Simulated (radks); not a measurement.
Question: Re3+, 72 electrons, occupied as [Xe] 4f14 5d3 6d1 (not the ground configuration). Method: Dirac Kohn-Sham, LDA (Slater exchange, Perdew-Zunger correlation), spin-unpolarised, spherical densities, finite nucleus; open shells fill j = l - 1/2 first; Fermi nuclear charge, rms radius 5.3698 fm; computed with a radial shooting solver on a logarithmic mesh with Libxc functionals. Some entries of the table are withheld. Estimate them.

| orbital | occ. | eigenvalue (hartree) | <r> (bohr) |
|---|---|---|---|
| 1s1/2 | 2 | -2627.939 | 0.01805 |
| 2s1/2 | 2 | -456.5247 | 0.07564 |
| 2p1/2 | 2 | -437.1405 | (1) |
| 2p3/2 | 4 | -384.2936 | (2) |
| 3s1/2 | 2 | -106.7154 | (3) |
| 3p1/2 | 2 | (4) | 0.1871 |
| 3p3/2 | 4 | (5) | 0.2020 |
| 3d3/2 | 4 | -71.83799 | 0.1765 |
| 3d5/2 | 6 | -69.34496 | 0.1811 |
| 4s1/2 | 2 | -23.31904 | 0.4408 |
| 4p1/2 | 2 | -19.68623 | (6) |
| 4p3/2 | 4 | -17.00056 | (7) |
| 4d3/2 | 4 | -11.01386 | 0.4936 |
| 4d5/2 | 6 | -10.51750 | 0.5050 |
| 5s1/2 | 2 | -4.47626 | 1.030 |
| 5p1/2 | 2 | -3.36187 | 1.122 |
| 4f5/2 | 6 | (8) | 0.5744 |
| 5p3/2 | 4 | -2.94151 | 1.216 |
| 4f7/2 | 8 | (9) | 0.5830 |
| 5d3/2 | 3 | -1.45190 | 1.597 |
| 5d5/2 | 0 | -1.40726 | 1.638 |
| 6d3/2 | 1 | -0.55818 | 4.088 |
| 6d5/2 | 0 | -0.55021 | 4.146 |

Answer: 
(1) 2p1/2 <r> (bohr): 0.06248
(2) 2p3/2 <r> (bohr): 0.07056
(3) 3s1/2 <r> (bohr): 0.1971
(4) 3p1/2 eigenvalue (hartree): -98.01683
(5) 3p3/2 eigenvalue (hartree): -86.54320
(6) 4p1/2 <r> (bohr): 0.4451
(7) 4p3/2 <r> (bohr): 0.4788
(8) 4f5/2 eigenvalue (hartree): -2.97076
(9) 4f7/2 eigenvalue (hartree): -2.87808
